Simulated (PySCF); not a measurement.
A small calculation by hand: refractive index and permittivity of the vapour

CHO2, SMILES O=C[O], multiplicity 2.

The structure is a stationary point at PBE0-D3(BJ)/def2-TZVP. The geometry has at least one imaginary mode, so it is a saddle point at that level. The isomer is the one that the SMILES or the coordinates give; other isomers of the formula were not compared.

ωB97X/def2-TZVPD (PySCF) gives a mean static polarisability of 28.5 bohr³ and a dipole moment of 1.62 D. Take an ideal gas at 298.15 K and 0.01 bar, whether or not the substance is that volatile.

Problem. Work out n − 1 in the optical limit and the static ε − 1.

Solution. 
Polarisability volume α' = 28.5 × 0.148185 = 4.22 Å³. Number density N = p/kT = 2.43e-7 Å⁻³.
Dilute limit of Lorentz–Lorenz: n − 1 = 2π N α' = 6.4e-6.
Orientation term of Debye: μ²/(3kT) = 8.098 Å³ × μ²(D²) = 21.25 Å³.
ε − 1 = 4π N (α' + μ²/3kT) = 7.8e-5. Orientation of the dipole supplies 83 % of the static response; it can't follow optical fields. Vibrational polarisation and dispersion are left out.
